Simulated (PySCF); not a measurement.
# HWN + Cl₂ → ClWN + HCl

Level: PBE0 in the def2-TZVP basis family, computed in PySCF with density fitting; scalar-relativistic core potentials for atoms from Rb on, none lighter, no spin–orbit coupling; open shells unrestricted.

```csv
species,state and structure,E (Eh),ZPE (kJ/mol),H(298 K) − H(0) (kJ/mol),S° (J/(mol K))
HWN,"triplet, Cs, W–H 1.704 Å, W–N 1.653 Å; H–W–N 97.0°",-122.29679,22.7,10.3,268.6
Cl₂,"singlet, D∞h, Cl–Cl 1.982 Å",-920.08940,3.5,9.1,222.5
ClWN,"triplet, Cs, W–Cl 2.270 Å, W–N 1.655 Å; Cl–W–N 108.7°",-581.83608,10.5,12.2,304.3
HCl,"singlet, C∞v, H–Cl 1.279 Å",-460.66440,17.9,8.7,186.6
```

**Question.** What is the electronic reaction energy?

**Answer.** At PBE0/def2-TZVP, ΔE = -300.1 kJ/mol from the differences of the total energies times 2625.5, downhill. 

**Question.** Add zero-point, thermal and entropy terms for 298.15 K and 1 bar.

**Answer.** ΔZPE = 2.2 and Δ[H(298) − H(0)] = 1.5 kJ/mol give ΔH° = -296.4 kJ/mol. ΔS° = -0.2 J/(mol K), so ΔG° = -296.4 − 298.15 × (-0.0002) = -296 kJ/mol.

Spin–orbit coupling can matter for HWN, ClWN and is left out. Open d or f shells are single determinants, so the state found may not be the ground state. The structures come from searches over a few start shapes, so lower isomers are not excluded.
